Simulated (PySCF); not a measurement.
Bonds (- single, = double, # triple, : aromatic): B1-N2 1.401 Å, N2-B3 1.457 Å, B3-N4 1.393 Å, N4-C5 1.438 Å. B1 carries H6, H7; N2 carries H8; B3 carries H9; N4 carries H10; C5 carries H11, H12, H13.

Geometry: PBE0-D3(BJ)/def2-SVP; GIAO absolute shieldings from PySCF 2.14.0 with density-fitted response routines, gas phase, non-relativistic, averaged over equivalent atoms.

At PBE0/pcSseg-0 (61 basis functions, 4.5 s wall time on 1 thread of an Arm Neoverse V1, shared host):
```csv
atoms,σ (ppm)
B1,62.9
B3,78.8
N2,108.5
N4,176.3
C5,157.3
H6/H7,26.54
H9,27.20
H8,27.31
H10,29.51
H11/H12/H13,29.73
```

Problem. What do these become at PBE0/IGLO-III?

Solution. 
```
      atoms  σ at PBE0/IGLO-III  change
         B1                57.2    -5.7
         B3                71.0    -7.8
         N2               103.2    -5.3
         N4               167.0    -9.3
         C5               149.6    -7.7
      H6/H7               26.08   -0.46
         H9               26.85   -0.35
         H8               25.67   -1.64
        H10               27.39   -2.12
H11/H12/H13               28.53   -1.20
```

The largest change is at N4 (nitrogen bonded to C, B, H). Cost: 255 basis functions, 29 s wall time on 1 thread of an Arm Neoverse V1, shared host.
